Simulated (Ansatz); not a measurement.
`O[SiH2]C([SiH3])Cl` → `O[SiH]([SiH3])CCl`  (isomerisation)

Isolated molecules relaxed with PBE0-D4/def2-TZVP in Ansatz; ΔE leaves out vibrations. CCSD(T)/CBS adds triple-zeta CCSD(T) − MP2 to the extrapolated MP2 energy (def2 sets, frozen cores). DFT in def2-TZVPP. Each species was taken in one conformer, which may not be the lowest.

CCSD(T)/CBS gives +5.6 kJ/mol.

**Question.** Another level gave -8.2 kJ/mol. Which?
A. PBE-D4/def2-TZVPP
B. HF/def2-TZVPP
C. SCS-MP2/def2-TZVPP
D. r2SCAN-D4/def2-TZVPP

**Answer.** A. PBE-D4 -8.2, r2SCAN-D4 -0.6, HF/def2-TZVPP 5.4, SCS-MP2/def2-TZVPP 11.7 kJ/mol.

Largest T1 diagnostic among the species: 0.011.

The D4 term adds +3.8 kJ/mol with B3LYP and +1.8 kJ/mol with PBE0; it sums over pairs of atoms, weighted by their polarisabilities, and B3LYP, whose exchange is more repulsive, gets the larger term. From PBE to PBE0 (25 % exact exchange), in def2-TZVPP and without D4, ΔE moves by +3.3 kJ/mol.

B3LYP here is the variant with VWN-RPA as its local correlation; programs differ in this.
